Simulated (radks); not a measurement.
Valence configurations of Be II (all share [He]). Method: scalar-relativistic Kohn-Sham, LDA (Slater exchange, Perdew-Wang correlation), spin-polarised, spherical densities, point nucleus; open shells are filled with parallel spins first; computed with a radial shooting solver on a logarithmic mesh with Libxc functionals. Energies are relative to 2s1; eigenvalues in eV for spin up.

valence      E (eV)  moment (Bohr magnetons)    e(2p)    e(2s)
2s1           0.000                        1        -  -14.301
2p1           3.858                        1  -10.479        -
2s0.5 2p0.5   1.935                        1  -10.453  -14.311

NIST lists [He] 2s1 as the ground configuration; this level of theory agrees among the configurations tried. The energies are those of spherical high-spin densities, not of single terms.
